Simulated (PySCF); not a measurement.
Bonds (- single, = double, # triple, : aromatic): C1-Si2, Si2-C3, Si2-C4, Si2-C5, C5:C6, C6:N7, N7:N8, N8:C9, C9:C5. C1 carries H10, H11, H12; C3 carries H13, H14, H15; C4 carries H16, H17, H18; C6 carries H19; N8 carries H20; C9 carries H21.

How the numbers were obtained: GFN2-xTB geometry, GIAO PBE0/pcSseg-1 shieldings, in PySCF 2.14.0 with density-fitted response routines (isolated molecule, non-relativistic Hamiltonian, one averaged value for each set of equivalent atoms, single conformer).

Scale: TMS for 13C, 1H, 29Si; 15N vs NH3 (reference shieldings calculated alike).

| atoms | nucleus | count | Hirshfeld charge | δ (ppm) |
| --- | --- | --- | --- | --- |
| C5 | 13C | 1 | -0.15 | 118.6 |
| H10/H11/H12/H13/H14/H15/H16/H17/H18 | 1H | 9 | 0.04 | ? |
| C9 | 13C | 1 | -0.02 | 134.8 |
| Si2 | 29Si | 1 | 0.41 | -12.1 |
| H21 | 1H | 1 | 0.06 | 7.34 |
| N8 | 15N | 1 | -0.02 | ? |
| H19 | 1H | 1 | 0.06 | 7.70 |
| C6 | 13C | 1 | -0.03 | 147.3 |
| N7 | 15N | 1 | -0.16 | ? |
| C1/C3/C4 | 13C | 3 | -0.22 | 0.2 |
| H20 | 1H | 1 | 0.16 | 9.60 |

Q: Fill in the missing shifts.

A: 
- H10/H11/H12/H13/H14/H15/H16/H17/H18: 0.22 ppm, hydrogen on a methyl carbon bonded to Si; an electropositive neighbour shields it, as in TMS itself
- N7: 345.6 ppm, pyridine-type nitrogen of an azole
- N8: 223.2 ppm, pyrrole-type ring nitrogen

The OH or NH signal is concentration- and solvent-dependent in practice; the value given is the gas-phase one. Shifts are as computed. Against solution values, carbons near 30 ppm lie about +3 ppm off and those near 130 ppm about +5 ppm. Of 1211 compounds with measured shifts, 218 miss one by over three times the rms of a fit or turn the order of signals round; such compounds aren't used in these exercises. Experimental scales use liquid or dissolved standards, which lie at an offset from isolated NH3 (liquid NH3: subtract about 20 ppm). Unscaled 15N shifts of sp2 nitrogen come out 20 to 40 ppm too high even then.
